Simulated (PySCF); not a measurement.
## Working out the ionisation energy of Ar²⁺

Ar²⁺ [Ne] 3s2 3p4 (3P) → Ar³⁺ [Ne] 3s2 3p3 (4S). Computed with PySCF 2.14 in aug-cc-pwCVDZ (6s5p3d, 36 functions), with no relativity, point nucleus. Frozen: 1s2. Energies in hartree (1 hartree = 27.21139 eV):

```json
{"part": "UHF", "Ar²⁺ (lower)": "-525.292063", "Ar³⁺ (upper)": "-523.847310"}
{"part": "CCSD correlation", "Ar²⁺ (lower)": "-0.266479", "Ar³⁺ (upper)": "-0.246550"}
{"part": "(T)", "Ar²⁺ (lower)": "-0.002609", "Ar³⁺ (upper)": "-0.002050"}
```

Q: What does Hartree-Fock give?

A: (-523.847310) − (-525.292063) = 1.444753 hartree = 39.314 eV.

Q: What do CCSD and CCSD(T) give?

A: The CCSD correlation energies differ by 0.019929 hartree = 0.542 eV and the triples by 0.000559 hartree = 0.015 eV, so CCSD gives 39.856 eV and CCSD(T) 39.871 eV.

A first-order spin-orbit estimate adds 0.061 eV to CCSD(T) (valence and next inner shell), giving 39.932 eV against 40.735 ± 0.012 eV (semi-empirical (NIST evaluation); NIST Atomic Spectra Database, ionization energies).

A double-zeta basis recovers only part of the correlation energy.

What remains against the reference includes basis incompleteness, the frozen core and higher excitations.
